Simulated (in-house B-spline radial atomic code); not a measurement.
Values are calculated unless marked as measured or tabulated.
## Making a Troullier-Martins p channel for Ca, r_c = 1.32 bohr

Ca, [Ar] 4s2, non-relativistic PBE, spherical and spin-unpolarised, from an all-electron radial atomic-structure program (B-spline basis) (atomic units). The all-electron 3p level is ε = -1.031149 hartree, its outermost node lies just inside 0.43 bohr and its outer maximum at 1.05 bohr.

Inside r_c the pseudo-orbital is u(r) = r^2 exp(p(r)), with p = c0 + c2 r² + c4 r⁴ + … + c12 r¹². The seven coefficients follow from p and its first four derivatives at r_c, from zero curvature of the screened potential at the origin, c4 = −c2²/(2l + 5), and from the norm inside r_c. At r_c the all-electron orbital has P = 0.8707931, P' = -0.5152218, the screened potential V = -2.17054, V' = 3.606097, V'' = -8.078816, and the norm inside is Q = 0.5949115.

(1) What are p, p' and p'' at r_c?

For a trial c2 the five matching conditions are linear in c0, c6, c8, c10 and c12, and c2 is varied until the norm inside r_c equals Q. The root nearest zero gives:

| n | c_n |
| --- | --- |
| 0 | 0.7717371 |
| 2 | -0.7039223 |
| 4 | -0.07078665 |
| 6 | -0.2144505 |
| 8 | 0.2392423 |
| 10 | -0.08819505 |
| 12 | 0.01149881 |

(2) Check c4 and p(r_c), and find the screened pseudopotential at the origin.

Orbitals and screened potentials:

```
r (bohr)        P        u  V all-electron  V pseudo
   0.132  -0.4071  0.03724          -102.8    -4.552
    0.33  -0.2636    0.218          -27.44      -4.6
   0.528   0.3121   0.4913          -12.58    -4.747
   0.726   0.7346   0.7591          -7.115    -4.782
   0.924   0.9254   0.9223          -4.557    -4.256
   1.122   0.9456   0.9451          -3.077    -3.141
    1.32   0.8708   0.8708          -2.171    -2.171
```

Logarithmic derivatives P'/P at R = 1.62 bohr, for energies E around ε:

```json
{"E − ε (hartree)": "-0.5", "all-electron": "0.239118", "pseudo": "0.237736"}
{"E − ε (hartree)": "-0.25", "all-electron": "-0.23862", "pseudo": "-0.239173"}
{"E − ε (hartree)": "-0.1", "all-electron": "-0.609902", "pseudo": "-0.610037"}
{"E − ε (hartree)": "0", "all-electron": "-0.910021", "pseudo": "-0.910043"}
{"E − ε (hartree)": "0.1", "all-electron": "-1.26836", "pseudo": "-1.26857"}
{"E − ε (hartree)": "0.25", "all-electron": "-1.96535", "pseudo": "-1.96716"}
{"E − ε (hartree)": "0.5", "all-electron": "-3.97216", "pseudo": "-3.98973"}
```

(3) With P(R) = 0.6914069 and a norm of 0.7800438 inside R, what slope in energy does norm conservation fix?

Results:

(1) p = ln(P/r_c^2) = ln(0.8707931/1.7424) = -0.69361. p' = P'/P − 2/r_c = -0.59167 − 1.51515 = -2.10682. The radial equation gives p'' = 2(V − ε) − 2(2) p'/r_c − p'² = -2.27878 − (-6.38431) − 4.43869 = -0.33317. Differentiating, p''' = 2V' + 2(2)p'/r_c² − 2(2)p''/r_c − 2p'p'' = 1.9813, and p'''' = 2V'' − 4(2)p'/r_c³ + 4(2)p''/r_c² − 2(2)p'''/r_c − 2p''² − 2p'p''' = -8.2366.

(2) −c2²/7 = -0.0707867, as listed. The terms c_n r_c^n are 0.77174, -1.22651, -0.21491, -1.13441, 2.20511, -1.41639, 0.32177, which sum to -0.69361. Inverting the radial equation, V_l(r) = ε + 2 p'/r + (p'' + p'²)/2, so V_l(0) = ε + (2l + 3) c2 = -1.031149 + 5 × (-0.703922) = -4.5508 hartree, finite where the all-electron potential diverges.

(3) d(P'/P)/dE = −2 × (norm inside R)/P(R)² = -3.2635 per hartree·bohr at E = ε, for both atoms, since orbital and norm agree at R. Differences over ±0.1 hartree give -3.2923 (all-electron) and -3.2927 (pseudo), which also hold third-order terms. Half a hartree below ε the two curves differ by -0.0014.
